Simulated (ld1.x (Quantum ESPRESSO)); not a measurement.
Configuration tests for Mg (Z = 12) (PAW)

magnesium (Mg), PAW, made with ld1.x (Quantum ESPRESSO) 7.5 (PBE, scalar-relativistic). Core [Ne], reference 3s1 3p1. Waves: 3s (bound): rcut 2.25, rcutus 2.80 bohr; 3s channel at -0.05 Ry: rcut 2.25, rcutus 2.80 bohr; 3p (bound): rcut 1.80, rcutus 2.25 bohr; 3p channel at 1.5 Ry: rcut 1.80, rcutus 2.25 bohr; 3d channel at 0.2 Ry: rc 2.75 bohr. Local part: the d channel. Core correction: Bessel-smoothed model core inside 1.40 bohr. Augmentation charge: PSQ, inside the norm-conserving radii.

Energies are relative to the spin-unpolarised reference configuration 3s1 3p1; without spin polarisation the order of configurations can differ from experiment.

```csv
valence configuration,charge,ΔE all-electron (eV),error AE − PS (meV)
3s2 3p0,0,-3.491,-1.7
3s1 3p0,+1,4.469,-0.8
3s1.5 3p0,+0.5,-0.347,-0.3
3s0 3p1,+1,8.837,-0.8
```

Q: What are ΔE and the potential's error for 3s0 3p2?

A: ΔE = 3.692 eV all-electron; the error (AE − PS) is -1.4 meV.
